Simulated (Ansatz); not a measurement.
Geometry optimisation, RKS PBE0/def2-SVP (Ansatz 0.2.0).

input.yaml

```yaml
crystal:
  periodic: [false, false, false]
  atoms:
    - { symbol: C, position_ang: [1.0322, 0.8363, 1.4908] }
    - { symbol: C, position_ang: [0.1709, 0.1056, 0.7485] }
    - { symbol: Se, position_ang: [-0.0446, -1.7549, 1.1567] }
    - { symbol: C, position_ang: [-0.5377, 0.6869, -0.3922] }
    - { symbol: Ga, position_ang: [-0.9918, -0.4621, -1.8249] }
    - { symbol: H, position_ang: [1.0931, 1.9542, 1.2547] }
    - { symbol: H, position_ang: [1.5723, 0.4636, 2.311] }
    - { symbol: H, position_ang: [1.1795, -2.0858, 0.209] }
    - { symbol: H, position_ang: [-1.2976, 1.4834, 0.0179] }
    - { symbol: H, position_ang: [0.0734, 1.0945, -1.135] }
    - { symbol: H, position_ang: [-1.8867, -0.9247, -1.5893] }
    - { symbol: H, position_ang: [-0.2859, -1.4522, -2.213] }
basis:
  gaussian: { orbitals: def2-SVP }
hamiltonian:
  xc: pbe0
relax:
  f_tol: 0.015
  max_steps: 40
output:
  orbitals: {}
```

Command:

```bash
$ ansatz run input.yaml --threads 2 --pin off --max-ram 3072MiB --backend cpu --events-out ev --progress --plain --runs-dir out
```

Task: Where does it end, and by what steps?

Result: It converged. After 19 steps the energy has fallen by 8.583 eV; H10 moved furthest, 0.91 Å. The start is strongly strained (largest force component 25 eV/Å). Joined: Se3–Ga5 (3.39 → 2.82 Å).

```csv
step,energy less start (eV),largest force component (eV/Å),accepted
0,0.0000,25.395,yes
1,-5.0309,10.243,yes
2,-7.0890,4.183,yes
3,-8.0827,1.278,yes
4,-8.4473,0.274,yes
5,-8.4675,0.553,yes
6,-8.4939,0.429,yes
7,-8.4997,0.686,yes
8,-8.5193,0.147,yes
9,-8.5223,0.708,yes
10,-8.5381,0.435,yes
11,-8.5514,0.373,yes
12,-8.5636,0.348,yes
13,-8.5710,0.399,yes
14,-8.5688,0.244,no
15,-8.5807,0.094,yes
16,-8.5822,0.099,yes
17,-8.5826,0.041,yes
18,-8.5831,0.020,yes
19,-8.5832,0.008,yes
```

```xyz
12
Properties=species:S:1:pos:R:3
C 1.302 0.752 1.246
C 0.174 0.291 0.703
Se -0.471 -1.518 1.071
C -0.694 0.886 -0.344
Ga -0.847 -0.699 -1.596
H 1.666 1.745 0.963
H 1.895 0.179 1.962
H 0.841 -2.181 1.015
H -1.710 1.078 0.043
H -0.285 1.830 -0.732
H -2.272 -1.206 -2.026
H 0.478 -1.213 -2.271
```

The run took 2 min on 2 threads of Arm Neoverse V2, with other jobs on the host, peak memory 0.47 GiB.
